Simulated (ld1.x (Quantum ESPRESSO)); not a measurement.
The numbers below are computed, except where a source is named.
**Hardness and transferability of assorted potentials**

Generated with ld1.x 7.5 (TM, RRKJ, ultrasoft, PAW), atompaw 4.2 or ONCVPSP 4.0.1. The cutoff is in Ry: for ld1.x and atompaw files where the sum of valence levels is converged to 10 mRy in a Bessel basis, for ONCV files where the hardest occupied wave has 1 mHa per electron of residual kinetic energy. The error is the largest all-electron minus pseudo excitation energy over each file’s own four to seven test configurations (ionisations up to +4, promotions, holes and added fractions of an electron), all of which were solved. The labels leave out finer settings (local radius, basis sizes, second energies), which also bear on the numbers. Spin-polarised tests are not counted. The rows are a selection from randomly drawn settings: files with unsolved tests, undetermined cutoffs or missed reference levels are left out.

```csv
element,potential,cutoff (Ry),largest error (meV),bound ghosts
C,"TM, LDA (PZ), non-relativistic, rc 0.75/1.55 (sp), local s, core correction no, reference 2s2 2p2",140,+436,none
N,"PAW, PBE, scalar-relativistic, rc 0.90/2.10/2.15 (spd), local smoothed, core correction yes, reference 2s2 2p3",35,-37,none
Ru,"TM, PBE, non-relativistic, rc 2.60/3.85/1.15 (spd), local s, core correction yes, reference 4d7.5 5s0.5 5p0",80,-307,none
Ba,"TM semilocal, PBEsol, scalar-relativistic, rc 3.65/3.20/3.65 (spd), local s, core correction yes, reference 5d0 6s1.75 6p0.25",6,+83,none
Ce,"TM semilocal, PBEsol, scalar-relativistic, rc 3.25/4.10/3.80/1.00 (spdf), local d, core correction yes, reference 4f2 5d0 6s2 6p0",260,-1362,none
Re,"TM, PBE, scalar-relativistic, rc 2.35/1.40/2.45 (spd), local s, core correction no, reference 5p6 5d5 6s0.5 6p0",90,-511,none
```

(1) Fill in the row for C: TM, PBEsol, scalar-relativistic, rc 0.95/1.65/1.75 (spd), local smoothed, core correction yes, reference 2s2 2p0.

Answers

(1) cutoff 40 Ry, largest error +212 meV, bound ghosts: none.
